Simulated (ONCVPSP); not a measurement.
# An all-electron radial function and its pseudo partner (calcium)

Columns: radius, all-electron u(r) and pseudo u(r) of the 3s shell (level -46.99 eV) of calcium in the configuration [Ne] 3s2 3p6 4s2; Wu-Cohen, scalar-relativistic, ONCV scheme, ONCVPSP 4.0.1.

| r (bohr) | all-electron | pseudo |
| --- | --- | --- |
| 0.100 | 0.0082 | 0.1466 |
| 0.200 | -0.4797 | 0.2899 |
| 0.300 | -0.4809 | 0.4266 |
| 0.400 | -0.1881 | 0.5532 |
| 0.500 | 0.1829 | 0.6662 |
| 0.600 | 0.5160 | 0.7626 |
| 0.700 | 0.7664 | 0.8391 |
| 0.800 | 0.9285 | 0.8940 |
| 0.900 | 1.0122 | 0.9258 |
| 1.000 | 1.0342 | 0.9346 |
| 1.100 | 1.0115 | 0.9217 |
| 1.200 | 0.9591 | 0.8893 |
| 1.300 | 0.8889 | 0.8409 |
| 1.400 | 0.8095 | 0.7803 |
| 1.500 | 0.7273 | 0.7118 |
| 1.600 | 0.6463 | 0.6394 |
| 1.700 | 0.5692 | 0.5668 |
| 1.800 | 0.4976 | 0.4971 |
| 1.900 | 0.4324 | 0.4323 |
| 2.000 | 0.3738 | 0.3737 |
| 2.100 | 0.3217 | 0.3217 |
| 2.200 | 0.2759 | 0.2759 |
| 2.300 | 0.2359 | 0.2359 |
| 2.400 | 0.2012 | 0.2012 |
| 2.500 | 0.1713 | 0.1712 |
| 2.600 | 0.1455 | 0.1455 |

**Question.** How many radial nodes do the two functions have?

**Answer.** The all-electron 3s function has n − l − 1 = 2; the pseudo-wave has 0, since the states of the same l below it are removed with the core.

**Question.** At about which radius was the pseudo-wave matched?

**Answer.** 2.00 bohr, where the columns begin to agree (steps of 0.10 bohr).

**Question.** Is the pseudo-wave norm-conserving?

**Answer.** Yes: the ONCV scheme keeps the norm inside the radius equal to the all-electron one, which fixes the energy derivative of the logarithmic derivative at the level.
